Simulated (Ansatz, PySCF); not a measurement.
Energy difference R1 → P1 + P2, each structure at its B3LYP-D3(BJ)/def2-TZVP stationary point, reached from a drawn start (curvature not checked).
R1: H6W (SMILES [WH6]), charge 0, multiplicity 1.
P1, H5W (SMILES [WH5]) (charge 0, multiplicity 2):
```csv
atom,x (Å),y (Å),z (Å)
W,-0.2455,-0.0017,0.0019
H,0.5647,0.0093,1.4891
H,0.5452,-0.0020,-1.4956
H,1.4331,0.0124,-0.0099
H,-1.1607,1.4554,0.0012
H,-1.1369,-1.4734,0.0133
```
P2: H atom, charge 0, multiplicity 2.

```
level                                reaction energy (kcal/mol)   cost
-----------------------------------  --------------------------  -----
HF/def2-SVP                                               34.02      -
HF/def2-TZVPP                                             35.51      -
HF/def2-QZVPP                                             35.44      -
SVWN5/def2-TZVPP                                          83.57   ×0.7
PBE/def2-TZVPP                                            69.97     ×1
BLYP/def2-TZVPP                                           68.10     ×1
revPBE/def2-TZVPP                                         67.54   ×0.9
r2SCAN/def2-TZVPP                                         68.21     ×2
B97M-V/def2-TZVPP                                         67.47     ×3
B3LYP/def2-TZVPP                                          67.34     ×1
PBE0/def2-TZVPP                                           67.17     ×1
BHLYP/def2-TZVPP                                          62.62     ×1
M06-2X/def2-TZVPP                                         64.46      -
CAM-B3LYP/def2-TZVPP                                      66.96     ×1
wB97X-V/def2-TZVPP                                        67.94     ×3
wB97M-V/def2-TZVPP                                        68.11     ×3
B2PLYP/def2-TZVPP                                         68.08     ×2
MP2/def2-SVP                                              65.95      -
MP2/def2-TZVPP                                            70.93      -
MP2/def2-QZVPP                                            72.07      -
MP2/CBS(def2-TZVPP, def2-QZVPP)                           72.95      -
SCS-MP2/def2-SVP                                          66.30      -
SCS-MP2/def2-TZVPP                                        71.42      -
SCS-MP2/def2-QZVPP                                        72.67      -
CCSD/def2-SVP                                             62.24      -
CCSD/def2-TZVPP                                           65.95      -
CCSD/def2-QZVPP                                           66.71      -
CCSD(T)/def2-SVP                                          63.82   ×0.8
CCSD(T)/def2-TZVPP                                        68.19     ×7
CCSD(T)/def2-QZVPP                                        69.08  ×300*
CCSD(T)/CBS(def2-TZVPP, def2-QZVPP)                       69.77  ×300*
```

P less R. No zero-point or thermal terms; singlets are restricted closed shells; open shells are unrestricted; no spin–orbit coupling. The spin states of the d-block species are the ones drawn and need not be the lowest.

Cores are frozen in the correlated methods. CBS: X⁻³ extrapolation of the correlation energy, Hartree–Fock from the larger set.

Run with Ansatz (Gaussian orbitals); PySCF for M06-2X. Each number belongs to the level named beside it. Elements past Kr take the def2 small-core potentials, without spin–orbit coupling.

Costs are rough ratios of core time to PBE/def2-TZVPP (about 6 s over the structures, on one shared machine); a dash marks a level with no comparable run of its own. A star marks coupled-cluster runs past 200 virtual orbitals, where the program's memory plan changes under this machine's limit, so their costs aren't comparable with smaller runs.

Ansatz is a quantum-chemistry and plane-wave program.
